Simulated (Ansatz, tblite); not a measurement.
Isomers of Na₄H₄ (singlet), found by a short tight-binding search and relaxed with r2SCAN-D4/def2-SVP in Ansatz.

The xTB rows come from tblite. LC-ωPBE has ω = 0.4 bohr⁻¹. Correlated methods freeze 4 core orbitals; core or outer-core shells of Na are correlated, in sets that lack core-valence functions.

Other spin states were run for one of them alone.

A:

Cartesian coordinates in Å:
```
Na -2.450 -0.212 -0.817
Na -0.836 0.463 2.409
Na 0.836 -0.462 -2.409
Na 2.450 0.210 0.817
H -2.458 0.186 1.191
H 2.458 -0.191 -1.191
H -1.213 -0.504 -2.424
H 1.213 0.509 2.423
```

B:

```tsv
atom	x (Å)	y (Å)	z (Å)
Na1	-1.5190	-0.1190	-1.1164
Na2	1.5046	0.4835	-1.0338
Na3	-0.2967	1.3079	1.3297
Na4	0.3116	-1.6723	0.8210
H5	-1.5638	-0.5039	1.0740
H6	1.5790	0.1247	1.1601
H7	0.3081	-1.3597	-1.3824
H8	-0.3238	1.7388	-0.8523
```

Q: Estimate their order by electronic energy at CCSD(T)/def2-TZVPP, counted from the lowest.

A: B (0.0) < A (29.3), in kJ/mol.

Q: Do the other levels pick the same lowest one?

A: Not GFN1-xTB, revPBE-D4/def2-TZVP. Energies above each level's lowest (kJ/mol):

| level | A | B |
| --- | --- | --- |
| GFN1-xTB | 0.0 | 32.5 |
| GFN2-xTB | 69.0 | 0.0 |
| HF/def2-TZVPP | 2.0 | 0.0 |
| PBE-D4/def2-TZVP | 14.1 | 0.0 |
| revPBE-D4/def2-TZVP | 0.0 | 4.9 |
| r2SCAN-D4/def2-TZVP | 29.3 | 0.0 |
| PBE0-D4/def2-TZVP | 17.3 | 0.0 |
| LC-ωPBE/def2-TZVP | 27.9 | 0.0 |
| MP2/def2-TZVPP | 27.2 | 0.0 |
| CCSD/def2-TZVPP | 26.6 | 0.0 |
| CCSD(T)/def2-TZVPP | 29.3 | 0.0 |
Point groups (tolerance 0.1 Å): A D4h, B Td. Lower isomers may exist.
